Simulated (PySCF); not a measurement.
Species: C3H9ClSi.
Cartesian coordinates in Å at the GFN2-xTB level; atoms count from 1:
```xyz
14
C3H9ClSi angstrom
C     -2.1763    0.0428   -0.1504
C     -0.7293    0.2628   -0.5786
Si     0.5202   -0.2559    0.7545
C      2.2873    0.0816    0.1025
Cl     2.5563   -0.8615   -1.3880
H     -2.8636    0.3418   -0.9396
H     -2.3545   -1.0052    0.0769
H     -2.4058    0.6233    0.7397
H     -0.5419   -0.2992   -1.4958
H     -0.5910    1.3169   -0.8303
H      0.4184   -1.6852    1.0572
H      0.3649    0.5431    1.9773
H      2.4609    1.1235   -0.1547
H      3.0538   -0.2293    0.8071
```

Computed with PBE0/def2-SVPD in PySCF (dipole) on a GFN2-xTB geometry, gas phase.

Masses are those of the commonest isotopes; rigid-rotor values at the optimised geometry. The values belong to one conformer with, in the numbering `[CH3:1][CH2:2][SiH2:3][CH2:4][Cl:5]`, C1–C2–Si3–C4 180°, C2–Si3–C4–Cl5 -60°.

(1) What are A, B and C (MHz)?

(2) What kind of rotor is it?

(3) Is it planar, by Δ = Ic − Ia − Ib?

(4) List the rotational levels J(Ka,Kc) to J = 5 (MHz).

(5) Which types of transition are allowed, and where do some lines up to J = 5 fall?

(6) Estimate the classical rotational partition function at 25 K, 200 K and 500 K.

Results:

(1) Ia = 86.11, Ib = 360.23, Ic = 415.33 u·Å²; 505379 MHz·u·Å²/I gives A = 5869, B = 1403, C = 1217 MHz.

(2) A near-prolate asymmetric top: κ = (2 × 1403 − 5869 − 1217)/(5869 − 1217) = -0.92.

(3) Not planar: Δ = Ic − Ia − Ib = -31.01 u·Å². For a rigid frame Δ = −2 Σ m c², so Σ m c² = 15.51 u·Å² lies off the ab plane: 9.13 from hydrogen and 6.37 from heavier atoms. The atom farthest from that plane is 1.67 Å away.

(4) Above 0(0,0):
J = 1: 1(0,1) 2620, 1(1,1) 7086, 1(1,0) 7272
J = 2: 2(0,2) 7854, 2(1,2) 12139, 2(1,1) 12698, 2(2,1) 26096, 2(2,0) 26101
J = 3: 3(0,3) 15690, 3(1,3) 19716, 3(1,2) 20832, 3(2,2) 33955, 3(2,1) 33983, 3(3,1) 56754, 3(3,0) 56754
J = 4: 4(0,4) 26113, 4(1,4) 29812, 4(1,3) 31672, 4(2,3) 44430, 4(2,2) 44515, 4(3,2) 67244, 4(3,1) 67245, 4(4,1) 99148, 4(4,0) 99148
J = 5: 5(0,5) 39099, 5(1,5) 42421, 5(1,4) 45210, 5(2,4) 57516, 5(2,3) 57713, 5(3,3) 80361, 5(3,2) 80365, 5(4,2) 112259, 5(4,1) 112259, 5(5,1) 153280, 5(5,0) 153280
The levels of one J sum to (2J + 1)J(J + 1)(A + B + C)/3.

(5) The dipole components are |μa| = 1.22 D, |μb| = 0.91 D, |μc| = 0.82 D. Intensities carry the squares of the components, which stand as 1.00 : 0.55 : 0.45 (a : b : c). Some lines, for components of 0.1 D or more:

| type | branch | J(Ka,Kc) | MHz | lower level (cm⁻¹) |
| --- | --- | --- | --- | --- |
| a | Q | 4(1,3) ← 4(1,4) | 1860 | 0.994 |
| c | Q | 5(1,5) ← 5(0,5) | 3322 | 1.304 |
| a | R | 3(1,3) ← 2(1,2) | 7577 | 0.405 |
| a | R | 3(2,1) ← 2(2,0) | 7882 | 0.871 |
| a | R | 3(1,2) ← 2(1,1) | 8135 | 0.424 |
| c | R | 2(1,1) ← 1(0,1) | 10078 | 0.087 |
| a | R | 4(2,3) ← 3(2,2) | 10475 | 1.133 |
| a | R | 4(3,1) ← 3(3,0) | 10491 | 1.893 |
| c | Q | 5(2,4) ← 5(1,4) | 12306 | 1.508 |
| c | R | 3(1,2) ← 2(0,2) | 12979 | 0.262 |
| a | R | 5(4,2) ← 4(4,1) | 13111 | 3.307 |
| a | R | 5(2,3) ← 4(2,2) | 13199 | 1.485 |
| b | Q | 2(2,1) ← 2(1,2) | 13957 | 0.405 |
| b | R | 4(1,4) ← 3(0,3) | 14121 | 0.523 |
| c | R | 2(2,1) ← 1(1,1) | 19010 | 0.236 |
| b | Q | 5(3,3) ← 5(2,4) | 22846 | 1.919 |
| c | R | 4(2,3) ← 3(1,3) | 24714 | 0.658 |
| b | R | 5(2,3) ← 4(1,4) | 27902 | 0.994 |
| b | R | 3(3,0) ← 2(2,1) | 30658 | 0.870 |
| c | Q | 4(4,1) ← 4(3,1) | 31903 | 2.243 |
| b | R | 4(3,2) ← 3(2,1) | 33261 | 1.134 |
| b | Q | 5(5,1) ← 5(4,2) | 41020 | 3.745 |
| c | R | 5(4,2) ← 4(3,2) | 45015 | 2.243 |

(6) Point group C1, symmetry number σ = 1; q = (√π/σ)·√((kT/h)³/(ABC)), k/h = 20836.6 MHz/K: 6660 at 25 K, 151000 at 200 K, 595000 at 500 K.

No frequency check. Constants of a rigid frame at the computed geometry: no zero-point averaging, no centrifugal distortion. A rigid rotor knows nothing of internal rotation, which can split or shift real lines. Quadrupole hyperfine structure (35Cl) is left out.
